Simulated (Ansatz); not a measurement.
Results of the Gaussian-basis code of Ansatz.

Basis-set series for `F[Si]1(F)CO1`. Total charge 0; spin multiplicity 1. All single points use the PBE0-D4/def2-TZVP geometry.

```
functional       basis  functions  energy (Eh)  HOMO (eV)  LUMO (eV)
   PBE0-D4  def2-TZVPP        194   -603.54395      -8.48      -0.13
   PBE0-D4  def2-QZVPP        358   -603.57221      -8.51      -0.37
   ωB97M-V  def2-TZVPP        194   -603.88236     -10.78       1.76
   ωB97M-V  def2-QZVPP        358   -603.90876     -10.81       1.24
```

**Question.** Give the rows for def2-SVP. (Best estimate.)

**Answer.** The calculation gave: 
```tsv
functional	basis	functions	energy (Eh)	HOMO (eV)	LUMO (eV)
PBE0-D4	def2-SVP	84	-603.03150	-8.38	0.12
ωB97M-V	def2-SVP	84	-603.36221	-10.65	2.07
```

Positive LUMOs are unbound and depend on the basis.
